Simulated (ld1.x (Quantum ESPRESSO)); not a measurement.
## Before and after: TM potential for tin (Sn)

```json
{"Element": "tin", "Generator": "ld1.x (Quantum ESPRESSO) 7.5", "Type": "norm-conserving Troullier–Martins (Kleinman–Bylander form)", "Functional": "PBE", "Relativity": "scalar-relativistic", "Frozen core": "[Kr] 4d10", "Valence charge": "4", "Reference configuration": "5s2 5p1 (charge +1)", "Partial waves": "5s (bound): rc 1.70 bohr; 5p (bound): rc 2.05 bohr; 5d channel at 0.05 Ry: rc 2.00 bohr", "Local potential": "all-electron potential smoothed inside 1.55 bohr (lloc = -2)", "Core correction": "a·sin(br)/r model core, default radius (core density twice the valence density)"}
```

All-electron outer shells of the reference configuration (PBE, scalar-relativistic, ld1.x):

```json
{"shell": "5s", "level (eV)": "-17.81", "outermost node (bohr)": "0.98", "outermost maximum (bohr)": "1.99"}
{"shell": "5p", "level (eV)": "-10.25", "outermost node (bohr)": "1.08", "outermost maximum (bohr)": "2.43"}
```

Change: wave 5p (bound): rc 2.05 bohr becomes 5p (bound): rc 1.82 bohr.

Cutoffs: the cutoffs (Ry, on a coarse ladder) from which the occupation-weighted sum of valence levels, in a spherical-Bessel basis at the reference potential, stays within 10 and 1 mRy of its value at 400 Ry; they do not see the model core or the augmentation charge, which bear on the density cutoff. Errors are all-electron minus pseudo energies relative to the spin-unpolarised reference configuration.

**Question.** What does the change do?

**Answer.** The potential gets harder (25 Ry and 55 Ry → 30 Ry and 55 Ry); both files keep a bound ghost (d, s); of the 7 tests that both files solve, the error grows in 0 and shrinks in 4 by more than 15 % and 0.3 meV (median size 13.7 → 10.6 meV). A smaller radius makes the pseudo-wave follow the all-electron one further in, where it bends more sharply, so more plane waves are needed. Less of the atom is replaced, so other configurations are described better.

```tsv
quantity	base	changed
cutoff, loose	25 Ry	30 Ry
cutoff, tight	55 Ry	55 Ry
loose cutoff by channel (10 mRy a level)	s 12 Ry, p 6 Ry	s 12 Ry, p 25 Ry
bound ghosts	d, s	d, s
error for 5s2 5p2, meV [ΔE -6.87 eV]	-0.9	-0.1
error for 5s2 5p0, meV [ΔE 13.95 eV]	-18	-17
error for 5s1 5p0, meV [ΔE 44.92 eV]	-170	-173
error for 5s0 5p4, meV [ΔE 7.31 eV]	-42	-28
error for 5s2 5p1.5, meV [ΔE -4.26 eV]	-0.2	0.0
error for 5s1 5p3, meV [ΔE 0.10 eV]	-7.4	-3.8
error for 5s1 5p2, meV [ΔE 7.65 eV]	-14	-11
```

 A true bound ghost makes a file unfit for plane-wave use even where its test errors are small: the radial tests pick states by their node count and pass the ghost by.
